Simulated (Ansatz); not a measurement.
A made-up structure of BSiH3ClO (charge -1), closed shell:

| atom | x (Å) | y (Å) | z (Å) |
| --- | --- | --- | --- |
| B1 | -0.6924 | 0.9208 | 0.1432 |
| Si2 | 0.4900 | -0.6988 | 0.2428 |
| O3 | 0.4397 | 0.6399 | -0.7570 |
| Cl4 | 0.2193 | -2.4701 | -0.9567 |
| H5 | 0.3741 | -1.8420 | 1.0771 |
| H6 | -0.5654 | 1.8139 | 0.9635 |
| H7 | 1.9279 | -0.9169 | 0.6331 |

It is relaxed with PBE-D4/def2-SVPD and then PBE0-D4/def2-TZVPD (Ansatz 0.2.0). Atoms count as bonded within 1.22 times the sum of their covalent radii (H–H: 0.88 Å). The end point is not checked to be a true minimum.

Question: Does its bonding change? (A judgement: the text doesn't fix the answer.)

Answer: Computed: Yes. Formed: none; broken: Si2–O3.

Where it ends: The first stage lowers the energy by 3.60 eV in 30 steps. It ends as BSiH₃ClO ([O][BH][SiH2][Cl]), total charge -1:
```xyz
7
angstrom
B -0.1422 0.9252 0.0565
Si 0.5460 -1.0129 0.2628
O 0.7231 1.6442 0.6611
Cl -0.4063 -2.8068 -0.5112
H 0.7139 -1.3897 1.7061
H -1.1713 1.2581 -0.5328
H 1.9299 -1.1713 -0.2964
```

Labels in which every atom is bracketed show which atoms are joined, not bond orders.

For scale, one of the runs: PBE0-D4/def2-TZVPD relaxation, 193 basis functions, launched by `ansatz run in.yaml --threads 2 --pin off --events-out ev --progress --plain --max-ram 4352MiB`. The run took about 44 s on 2 CPU threads of an Intel Xeon Platinum 8223CL (shared host).
